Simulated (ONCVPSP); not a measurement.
# copper (Cu): ONCV pseudisation with PBE, scalar-relativistic reference atom.

* Element: Cu
* Generator: ONCVPSP 4.0.1
* Type: optimised norm-conserving Vanderbilt (ONCV)
* Functional: PBE
* Relativity: scalar-relativistic
* Frozen core: [Ne] 3s2
* Valence charge: 17
* Reference configuration: 3p6 3d10 4s1
* Partial waves: 4s: rc 1.65 bohr, ncon 4, nbas 8, qcut 3.7 1/bohr, 2 projectors, debl 0.4 Ha; 3p: rc 0.40 bohr, ncon 4, nbas 7, qcut 22.1 1/bohr, 3 projectors, debl 0.9 Ha; 3d: rc 1.35 bohr, ncon 3, nbas 7, qcut 10.6 1/bohr, 2 projectors, debl 2.7 Ha
* Local potential: polynomial inside 0.40 bohr (lpopt 5, dvloc0 0 Ha)
* Core correction: Teter function, fcfact 6, rcfact 1.7

All-electron outer shells of the reference configuration (PBE, scalar-relativistic, ld1.x):

```
shell  level (eV)  outermost node (bohr)  outermost maximum (bohr)
   3s     -114.70                   0.29                      0.61
   3p      -72.14                   0.26                      0.62
   3d       -5.04                      –                      0.60
   4s       -4.61                   0.89                      2.27
```

**Question.** Does the generator finish with these settings?

**Answer.** No. ONCVPSP 4.0.1 stopped with "optimize: ERROR ps0norm > uunorm, code will stop": the continuity conditions at rc already need more norm inside rc than the all-electron wave has, so norm conservation cannot be met. It happened in the s channel.
